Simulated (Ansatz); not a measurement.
Basis-set extrapolation for CH4AlNS (PBE0-D4/def2-TZVP geometry, frozen core, Ansatz). Multiplicity 1, RHF reference.

```json
{"": "HF", "def2-TZVPP": "-734.157653", "def2-QZVPP": "-734.180133"}
{"": "MP2 correlation", "def2-TZVPP": "-0.616979", "def2-QZVPP": "-0.663803"}
{"": "CCSD(T) correlation", "def2-TZVPP": "-0.685284", "def2-QZVPP": "not run"}
```

Energies in hartree. Use E(X) = E(∞) + A·exp(−7.88·√X) for Hartree–Fock and E(X) = E(∞) + B·X^(−2.97) for correlation, with X = 3 and 4, and add CCSD(T) minus MP2 of the smaller set to the MP2 limit.

**Question.** What is the CCSD(T) energy at the basis-set limit?

**Answer.** HF limit: -734.180133 + (-0.022480) × 0.13774 = -734.18323. MP2 limit: -0.663803 + (-0.046824) × 0.74074 = -0.69849. Higher-order term: -0.685284 − (-0.616979) = -0.06830. Total: -734.95002 hartree, 281.1 kJ/mol below CCSD(T)/def2-TZVPP.
